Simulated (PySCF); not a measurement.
Simulated outer-valence photoelectron spectrum of `CSC=[Se]`. Level of theory: EOM-IP-CCSD/aug-cc-pVDZ in PySCF, restricted Hartree–Fock reference, frozen core, non-relativistic, gas phase, PBE0-D3(BJ)/def2-SVP geometry.

Each root has a Gaussian of 0.3 eV full width with its one-hole share as area; cross sections and vibrations are left out, and the highest printed point is 100.

```csv
ionisation energy (eV),intensity
7.8,0
8.0,11
8.2,55
8.4,25
8.6,11
8.8,55
9.0,26
9.2,1
9.4,0
9.6,0
9.8,0
10.0,0
10.2,0
10.4,0
10.6,0
10.8,0
11.0,0
11.2,3
11.4,51
11.6,100
11.8,24
12.0,1
12.2,0
12.4,0
12.6,0
12.8,0
13.0,0
13.2,0
13.4,5
13.6,70
13.8,94
14.0,11
14.2,0
14.4,0
14.6,0
14.8,3
15.0,36
15.2,44
15.4,6
15.6,32
15.8,48
16.0,6
```

Q: Where are the maxima, and how many lines lie under the curve?

A: 6 maxima, at 8.2, 8.8, 11.6, 13.7, 15.1 and 15.7 eV, from 8 lines. At this width some lines have no maximum of their own.

Q: List the lines with their holes.

A: 
```tsv
E (eV)	leading hole (HF orbital)	area	Koopmans (eV)
8.23	HOMO	0.95	8.77
8.84	HOMO-1	0.95	9.04
11.51	HOMO-2	0.90	12.31
11.61	HOMO-3	0.95	12.55
13.71	HOMO-5	0.92	15.16
13.74	HOMO-4	0.94	14.91
15.12	HOMO-6	0.90	16.52
15.73	HOMO-7	0.91	17.36
```

The widest gap, 2.67 eV, lies between 8.84 and 11.51 eV. Only orbitals with −ε under 21 eV, eight at most, were ionised, so the high end of the curve may lack lines.

Shape of the structure used: `[CH3:1][S:2][CH:3]=[Se:4]`: C1–S2–C3–Se4 0°.

One conformer stands for the species.
